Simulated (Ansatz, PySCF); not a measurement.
CH5FO2Si2, SMILES O=C(O)[Si@@H](F)[SiH3]. Atoms are numbered in the order given.

```xyz
11

O      1.3858     1.5805     0.2076
C      1.2796     0.4923    -0.3095
O      2.3307    -0.2769    -0.6195
Si    -0.4731    -0.1632    -0.7206
F     -0.4500    -1.7753    -0.9699
Si    -1.7774     0.3863     1.1279
H      3.1306     0.2097    -0.3494
H     -0.8899     0.4961    -1.9871
H     -3.1229    -0.2469     1.0138
H     -1.9240     1.8672     1.1852
H     -1.0975    -0.1078     2.3587
```
Charge 0, spin multiplicity 1.

Geometry: ωB97X-D3(BJ)/def2-SVP. The structure was generated by enumeration; whether it is a known compound was not checked. The values are those of a single conformer.

Two levels are set side by side: PBE-D3(BJ)/def2-SVP (Ansatz, a program for electronic structure) and ωB97X-D3(BJ)/def2-SVP (PySCF). Each level has its own optimised geometry; the coordinates shown are those of the second. Frequencies come from the Hessian of PySCF at each geometry. Differences are taken from unrounded values.

```tsv
quantity	ωB97X-D3(BJ)	PBE-D3(BJ)	PBE-D3(BJ) minus ωB97X-D3(BJ)
mean bond length (Å)	1.536	1.549	0.013
bond O1–C2 (Å)	1.210	1.221	0.011
bond C2–O3 (Å)	1.339	1.349	0.010
bond C2–Si4 (Å)	1.916	1.926	0.010
bond Si4–F5 (Å)	1.631	1.645	0.014
bond Si4–Si6 (Å)	2.328	2.350	0.022
bond O3–H7 (Å)	0.975	0.988	0.013
bond Si4–H8 (Å)	1.487	1.502	0.015
bond Si6–H9 (Å)	1.491	1.504	0.013
bond Si6–H10 (Å)	1.489	1.503	0.014
bond Si6–H11 (Å)	1.490	1.504	0.013
highest harmonic wavenumber (cm⁻¹)	3753	3533	-220
mean harmonic wavenumber (cm⁻¹)	1010	957	-52
zero-point energy (kcal/mol)	38.98	36.95	-2.02
```

GGA bonds tend to be longer and softer than those of functionals with exact exchange. Differences between two approximate levels are no errors against the true value.
